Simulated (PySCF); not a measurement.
# Low-lying terms of P¹³⁺ (phosphorus, charge +13)

Ground state 1s2, ¹S. Computed with PySCF 2.14 in an uncontracted even-tempered set (18 s from 0.538 bohr⁻², ratio 2.5; 9 p from 0.66 bohr⁻², ratio 2.7; 7 d from 0.734 bohr⁻², ratio 2.7; 3 f from 58 bohr⁻², ratio 2.7), with the spin-free X2C one-electron Hamiltonian (Gaussian nucleus). Vertical excitation energies in eV without spin-orbit coupling; excited terms of each kind are numbered among those the solver found. Frozen: nothing.

```json
{"term": "1 3S", "leading excitation": "1s → s", "EOM-EE-CCSD": "2125.6"}
{"term": "1 3P°", "leading excitation": "1s → p", "EOM-EE-CCSD": "2141.8"}
{"term": "1 1S", "leading excitation": "1s → s", "EOM-EE-CCSD": "2142.0"}
{"term": "1 1P°", "leading excitation": "1s → p", "EOM-EE-CCSD": "2153.6"}
{"term": "2 3S", "leading excitation": "1s → s", "EOM-EE-CCSD": "2514.4"}
{"term": "2 1S", "leading excitation": "1s → s", "EOM-EE-CCSD": "2518.7"}
{"term": "2 3P°", "leading excitation": "1s → p", "EOM-EE-CCSD": "2519.0"}
{"term": "1 3D", "leading excitation": "1s → d", "EOM-EE-CCSD": "2521.5"}
{"term": "1 1D", "leading excitation": "1s → d", "EOM-EE-CCSD": "2521.6"}
{"term": "2 1P°", "leading excitation": "1s → p", "EOM-EE-CCSD": "2522.2"}
{"term": "2 3D", "leading excitation": "1s → d", "EOM-EE-CCSD": "2651.9"}
{"term": "2 1D", "leading excitation": "1s → d", "EOM-EE-CCSD": "2651.9"}
```

Only the lower part of the computed list is shown. Doubly excited terms such as np² are absent. The solver can miss terms. The 12 highest virtual orbitals were dropped.
